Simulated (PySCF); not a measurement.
The dipole of `Cl[C@@]1(COCC1=C)F` from its density and from atomic charges.

Coordinates (GFN2-xTB, Å) and charges (e) from the PBE0/pcSseg-1 density (PySCF):

| atom | x | y | z | Mulliken | IAO | Hirshfeld | ESP-fitted |
| --- | --- | --- | --- | --- | --- | --- | --- |
| C1 | 1.985 | -0.179 | -0.325 | +0.0125 | -0.2961 | -0.0893 | -0.5820 |
| C2 | 0.695 | 0.049 | -0.164 | -0.4008 | -0.0309 | -0.0222 | +0.2317 |
| C3 | -0.032 | 1.367 | -0.188 | +0.2199 | -0.0697 | +0.0029 | +0.0436 |
| O4 | -1.415 | 1.064 | -0.201 | -0.5075 | -0.3893 | -0.1482 | -0.3848 |
| C5 | -1.592 | -0.165 | 0.453 | +0.1810 | -0.0737 | -0.0139 | +0.0808 |
| C6 | -0.352 | -0.997 | 0.109 | +0.0642 | +0.2932 | +0.1255 | -0.0055 |
| F7 | -0.011 | -1.841 | 1.126 | -0.2729 | -0.2884 | -0.0944 | -0.1456 |
| Cl8 | -0.611 | -2.017 | -1.342 | -0.0743 | -0.0920 | -0.0659 | -0.0890 |
| H9 | 2.386 | -1.176 | -0.271 | +0.1261 | +0.1680 | +0.0532 | +0.2465 |
| H10 | 2.676 | 0.623 | -0.512 | +0.1145 | +0.1601 | +0.0579 | +0.2175 |
| H11 | 0.191 | 1.963 | -1.075 | +0.1426 | +0.1678 | +0.0573 | +0.1027 |
| H12 | 0.224 | 1.954 | 0.708 | +0.1291 | +0.1402 | +0.0428 | +0.0739 |
| H13 | -2.527 | -0.606 | 0.112 | +0.1409 | +0.1728 | +0.0529 | +0.1102 |
| H14 | -1.617 | -0.040 | 1.547 | +0.1248 | +0.1379 | +0.0415 | +0.1000 |

Problem. What dipole does each set of charges give (1 e·Å = 4.803 D), and what does the density give?

Solution. The full density gives (1.20, 1.52, 0.62) D, 2.03 D in size; dipole vectors point from the negative to the positive end.

| scheme | μx | μy | μz | size (D) | share of the full size (%) | angle to the full dipole (°) |
| --- | --- | --- | --- | --- | --- | --- |
| Mulliken | 1.44 | 3.18 | 0.28 | 3.50 | 172 | 19 |
| IAO | 1.20 | 1.79 | 0.07 | 2.16 | 106 | 17 |
| Hirshfeld | 0.66 | 0.87 | 0.22 | 1.11 | 55 | 6 |
| ESP-fitted | 1.17 | 1.57 | 0.68 | 2.07 | 102 | 2 |

Problem. Which set comes closest?

Solution. Length of the difference vector: ESP-fitted 0.09 D, IAO 0.61 D, Hirshfeld 0.93 D, Mulliken 1.71 D. Closest: ESP-fitted. The schemes that divide the density aren't constrained to reproduce the dipole.

Problem. What is left for the Hirshfeld atoms' own dipoles?

Solution. The Hirshfeld atoms' densities add up to the full density, so μ = Σ q r + Σ (atomic dipoles). The atomic dipoles sum to (1.20, 1.52, 0.62) − (0.66, 0.87, 0.22) = (0.54, 0.65, 0.40) D, 0.93 D in size.

Problem. With the origin at the mean of the coordinates, (0.000, 0.000, -0.002) Å, which are the largest single terms, by size, of the Mulliken dipole along the direction of the full one?

Solution. F7 +1.36, H13 -1.29, H12 +1.12, H10 +1.04, C3 +1.00 D; all 14 atoms together +3.31 D. The single terms depend on the origin, their sum doesn't.

Problem. Give the size of the full dipole in other units.

Solution. 2.03 D = 0.799 au = 0.423 e·Å = 6.77 × 10⁻³⁰ C·m.

One conformer (not necessarily the lowest) at the GFN2-xTB geometry, without solvent, vibrations or thermal averaging.
